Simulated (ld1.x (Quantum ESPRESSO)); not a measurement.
**rubidium: one change to a TM semilocal potential, before and after**

* Element: rubidium
* Generator: ld1.x (Quantum ESPRESSO) 7.5
* Type: norm-conserving Troullier–Martins (semilocal form)
* Functional: LDA (PZ)
* Relativity: scalar-relativistic
* Frozen core: [Kr]
* Valence charge: 1
* Reference configuration: 4d1 5s0 5p0
* Partial waves: 5s (bound, empty): rc 3.25 bohr; 4d (bound): rc 4.20 bohr; 5p (bound, empty): rc 4.00 bohr
* Local potential: the p channel
* Core correction: Bessel-smoothed model core, default radius (core density twice the valence density)

All-electron outer shells of the reference configuration (LDA (PZ), scalar-relativistic, ld1.x):

```csv
shell,level (eV),outermost node (bohr),outermost maximum (bohr)
4s,-33.08,0.62,1.25
4p,-17.14,0.64,1.42
5s,-2.95,1.78,4.06
5p,-1.32,2.19,6.21
4d,-0.63,0.70,5.76
```

Change: functional PBE.

Cutoffs: the cutoffs (Ry, on a coarse ladder) from which the occupation-weighted sum of valence levels, in a spherical-Bessel basis at the reference potential, stays within 10 and 1 mRy of its value at 400 Ry; they do not see the model core or the augmentation charge, which bear on the density cutoff. Errors are all-electron minus pseudo energies relative to the spin-unpolarised reference configuration.

**Question.** How do hardness, ghosts and transferability respond?

**Answer.** Both files are so soft that the ladder of cutoffs tells neither apart; the number of tests with a reliable result goes from 6 to 4; of the 4 tests that both files solve, the error grows in 0 and shrinks in 2 by more than 15 % and 0.3 meV (median size 2.2 → 1.1 meV); neither file shows a bound ghost. A semilocal file is local in each channel, so a ghost entry of none says nothing of the separable form that plane-wave codes build from it.

| quantity | base | changed |
| --- | --- | --- |
| cutoff, loose | 6 Ry | 6 Ry |
| cutoff, tight | 8 Ry | 8 Ry |
| bound ghosts | none | none |
| error for 4d0 5s1 5p0, meV [ΔE -2.32 → -2.24 eV] | -2.9 | +0.5 |
| error for 4d0 5s0.5 5p0, meV [ΔE -0.66 eV] | +2.1 | +2.1 |
| error for 4d0 5s0 5p1, meV [ΔE -0.70 → -0.72 eV] | -2.2 | -1.7 |
| error for 4d0.5 5s0.5 5p0, meV [ΔE -1.16 → -1.12 eV] | -0.4 | +0.5 |
| s: phases at 4.57 bohr within 0.05 rad from the reference energy up to (Ry; the scan ends near 5) | 0.7 | 0.7 |
| p: phases at 4.57 bohr within 0.05 rad from the reference energy up to (Ry; the scan ends near 5) | 0.1 | 0.1 |
| d: phases at 4.57 bohr within 0.05 rad from the reference energy up to (Ry; the scan ends near 5) | 0.6 | 0.5 |
